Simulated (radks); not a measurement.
All-electron atom: W III in [Xe] 4f14 5d3.75 5f0.25 (fractional occupations, a model configuration).

All-electron calculation, Dirac Kohn-Sham, LDA (Slater exchange, Perdew-Wang correlation), spin-unpolarised, spherical densities, finite nucleus; open shells fill j = l - 1/2 first; Fermi nuclear charge, rms radius 5.3658 fm. Program: a radial shooting solver on a logarithmic mesh with Libxc functionals.

Energy parts (hartree):
part                       energy
total                 -16152.8813
kinetic                18185.2340
electron-nucleus      -40302.0067
Hartree                 6278.9314
exchange-correlation    -315.0400

Orbitals (lengths in bohr, moments of r in powers of bohr; r(90%) holds 90 % of the orbital's charge):
orbital  occ.  eigenvalue (hartree)  r(90%)  small-component weight
1s1/2       2             -2547.873  0.0334                7.78e-02
2s1/2       2             -440.0680   0.120                1.76e-02
2p1/2       2             -421.0988   0.106                1.77e-02
2p3/2       4             -371.4435   0.116                1.60e-02
3s1/2       2             -101.8238   0.295                5.80e-03
3p1/2       2             -93.33101   0.287                5.75e-03
3p3/2       4             -82.59693   0.307                5.25e-03
3d3/2       4             -68.20310   0.280                5.14e-03
3d5/2       6             -65.86652   0.286                5.00e-03
4s1/2       2             -21.49189   0.647                1.92e-03
4p1/2       2             -17.96632   0.662                1.83e-03
4p3/2       4             -15.46988   0.710                1.63e-03
4d3/2       4              -9.65782   0.758                1.44e-03
4d5/2       6              -9.19774   0.775                1.39e-03
4f5/2       6              -1.91829   0.999                9.83e-04
4f7/2       8              -1.83590    1.02                9.61e-04
5s1/2       2              -3.55199    1.53                4.29e-04
5p1/2       2              -2.50313    1.72                3.53e-04
5p3/2       4              -2.13789    1.87                3.01e-04
5d3/2    3.75              -0.80600    2.82                1.46e-04
5d5/2       0              -0.77446    2.90                1.37e-04
5f5/2    0.25              -0.19182    9.29                8.94e-06
5f7/2       0              -0.19167    9.30                8.97e-06
6s1/2       0              -0.75494    3.95                7.03e-05
6p1/2       0              -0.54472    4.75                5.04e-05
6p3/2       0              -0.50171    5.10                4.49e-05
6d3/2       0              -0.27238    7.94                2.23e-05
6d5/2       0              -0.26838    8.06                2.18e-05
6f5/2       0              -0.11194    16.1                6.27e-06
6f7/2       0              -0.11181    16.2                6.29e-06

The highest occupied level is 5f5/2 at -5.220 eV. The configuration is held as typed, so some empty levels lie below it. The density falls to 0.001 e/bohr^3 at r = 3.72 bohr.

Run on one thread of a shared host, so times are rough (Arm Neoverse N1): 0.28 s of CPU time, 0.28 s wall, 16 iterations on 2299 mesh points.
